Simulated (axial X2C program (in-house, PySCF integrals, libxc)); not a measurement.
## Spin–orbit effects down a group: molecules with I (ions), CCSD

All values come from calculations with an axial X2C code built on PySCF integrals, spin-free (one-electron X2C) or two-component (2c: spin–orbit coupling with atomic mean-field Coulomb and Gaunt terms, which also bring small scalar terms), in Dyall basis sets with cores contracted in-house; open shells are unrestricted.

Basis sets: Al dyall-av3z, Ga dyall-acv3z, I dyall-acv3z, In dyall-acv3z. Frozen shells (counts by l): AlI⁻ I 4s3p2d, Al 2s1p, 11 electrons correlated; GaI⁻ I 4s3p2d, Ga 3s2p1d, 11 electrons correlated; InI⁻ I 4s3p2d, In 4s3p2d, 11 electrons correlated. Coupled cluster in natural virtuals with an MP2 remainder. Where the outer core of a metal is frozen, bonds come out longer and ionisation energies lower.

| molecule | spin-free state | Re (Å) | ωe (cm⁻¹) | De (eV) | 2c state | Re 2c (Å) | ωe 2c (cm⁻¹) | De 2c (eV) |
| --- | --- | --- | --- | --- | --- | --- | --- | --- |
| AlI⁻ | M_S = 1/2, Λ = 1 | 2.799 | 193.6 | 1.07 | Ω = 1/2 | 2.797 | 194.5 | 1.08 |
| GaI⁻ | M_S = 1/2, Λ = 1 | 2.882 | 124.7 | 0.92 | Ω = 1/2 | 2.881 | 125.0 | n/a |
| InI⁻ | M_S = 1/2, Λ = 1 | 3.053 | 106.8 | 0.94 | Ω = 1/2 | 3.059 | 105.5 | n/a |

Q: Work out the shifts from the spin-free to the two-component result.

A: 

| molecule | 2c state | ΔRe (Å) | Δωe (cm⁻¹) | ΔDe (eV) |
| --- | --- | --- | --- | --- |
| AlI⁻ | Ω = 1/2 | -0.002 | 0.9 | 0.01 |
| GaI⁻ | Ω = 1/2 | -0.001 | 0.3 | n/a |
| InI⁻ | Ω = 1/2 | 0.006 | -1.3 | n/a |

Shifts of one unit in the last digit are rounding.

Fragments in 2c: I- + Al, I- + Ga, I- + In. Each entry is the lowest single determinant of a limited PBE0 search at one distance. De goes to single-determinant-based atoms at the same level (for ions the charge split of lowest energy) and is withheld (n/a) where an atom does not fit its ground term or J level. Main or longest-lived isotopes. Some light 2c atoms are not at their ground J level, so De misses part of their lowering (0.04 eV or less).
